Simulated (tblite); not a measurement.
Compound: C6H9N2 (doublet state).
Cartesian coordinates in Å at the GFN2-xTB level; atoms count from 1:
```
atom  x, y, z in Å
C1    -3.190    0.561   -0.571
C2    -2.452    0.191    0.413
C3    -1.265   -0.784    0.328
C4    -0.016    0.002    0.581
N5     0.419    0.088    1.766
C6     0.544    0.695   -0.610
N7     1.700    0.625   -1.100
C8     2.709   -0.241   -0.569
H9    -3.311    0.422   -1.619
H10   -2.605    0.561    1.419
H11   -1.388   -1.535    1.108
H12   -1.242   -1.251   -0.657
H13    1.245    0.672    1.883
H14   -0.154    1.361   -1.114
H15    3.109   -0.822   -1.401
H16    2.370   -0.918    0.223
H17    3.519    0.386   -0.191
```

Computed values, GFN2-xTB/tblite, gas phase, harmonic and unscaled. The method is semi-empirical: single wavenumbers can be off by several per cent or more. One conformer, not necessarily the lowest. Open shells enter through the occupations alone, without spin polarisation, and single modes of such species can be off by tens of per cent.

Harmonic wavenumbers (cm⁻¹): 35.0, 47.8, 72.1, 148.6, 190.7, 214.4, 228.1, 332.0, 399.7, 439.6, 543.2, 598.6, 695.9, 722.2, 800.8, 843.1, 887.2, 913.5, 933.6, 971.6, 1003.5, 1049.6, 1091.8, 1113.9, 1132.2, 1199.8, 1230.8, 1268.2, 1315.2, 1386.7, 1436.3, 1459.2, 1473.7, 1673.0, 1727.1, 1730.3, 2918.9, 2981.7, 2982.0, 2995.0, 3000.1, 3000.3, 3019.8, 3210.7, 3331.5.

A = 4216, B = 1184, C = 1019 MHz; mass 109.077 u (most abundant isotopes); point group C1, symmetry number 1; spin multiplicity 2.

What is the zero-point energy?

½Σν̃ = 29374 cm⁻¹ = 83.99 kcal/mol.

What is S at 400 K and 1 bar for an ideal gas of classical rigid rotors and harmonic oscillators?

Translation 41.46, rotation 29.41, vibration 38.70, spin (R ln 2) 1.38: S = 111.0 cal/(mol K).

And Cp and H(400 K) − H(0)?

Cp = 43.98 cal/(mol K), of which vibrations give 36.04 (their classical limit is 45 R = 89.4); H(400 K) − H(0) = 10.73 kcal/mol without the zero-point energy, 7.55 from vibrations.

Blend soft modes into free rotors: weight 1/[1 + (100 cm⁻¹/ν̃)⁴] for the oscillator and the rest for a rotor with moment μB/(μ + B), μ = h/(8π²ν), B = 10⁻⁴⁴ kg m². What vibrational entropy results?

34.23 cal/(mol K) in place of 38.70, which changes −T·S at 400 K by +1.79 kcal/mol.

What must be added to the electronic energy to get the Gibbs energy at 400 K and 1 bar?

ZPE + [H(400 K) − H(0)] − T·S = 83.99 + 10.73 − 44.38 = 50.34 kcal/mol.

How do the functions run with temperature in this model?

```json
{"T (K)": "50", "S (cal/(mol K))": "60.4", "Cp (cal/(mol K))": "13.9", "H − H(0) (kcal/mol)": "0.54", "G − H(0) (kcal/mol)": "-2.48", "ln q(vib)": "0.90"}
{"T (K)": "100", "S (cal/(mol K))": "71.6", "Cp (cal/(mol K))": "18.8", "H − H(0) (kcal/mol)": "1.36", "G − H(0) (kcal/mol)": "-5.80", "ln q(vib)": "2.35"}
{"T (K)": "298.15", "S (cal/(mol K))": "99.3", "Cp (cal/(mol K))": "35.3", "H − H(0) (kcal/mol)": "6.69", "G − H(0) (kcal/mol)": "-22.93", "ln q(vib)": "7.52"}
{"T (K)": "373.15", "S (cal/(mol K))": "108.0", "Cp (cal/(mol K))": "41.8", "H − H(0) (kcal/mol)": "9.58", "G − H(0) (kcal/mol)": "-30.71", "ln q(vib)": "9.34"}
{"T (K)": "500", "S (cal/(mol K))": "121.6", "Cp (cal/(mol K))": "51.3", "H − H(0) (kcal/mol)": "15.51", "G − H(0) (kcal/mol)": "-45.28", "ln q(vib)": "12.32"}
{"T (K)": "750", "S (cal/(mol K))": "145.1", "Cp (cal/(mol K))": "64.7", "H − H(0) (kcal/mol)": "30.13", "G − H(0) (kcal/mol)": "-78.71", "ln q(vib)": "17.94"}
{"T (K)": "1000", "S (cal/(mol K))": "165.0", "Cp (cal/(mol K))": "73.4", "H − H(0) (kcal/mol)": "47.47", "G − H(0) (kcal/mol)": "-117.54", "ln q(vib)": "23.12"}
```

q(vib) and H(0) count from the zero-point level.

Hindered rotation and anharmonicity are outside this model. Other conformers, if any are populated, would add a mixing term that is left out. The structure is chiral; the term R ln 2 for an equal mix with its mirror image is left out.

Hardware: one thread, Arm Neoverse V1 (aarch64), shared host. Cost: 0.52 s. This covers the Hessian and the dipole derivatives.
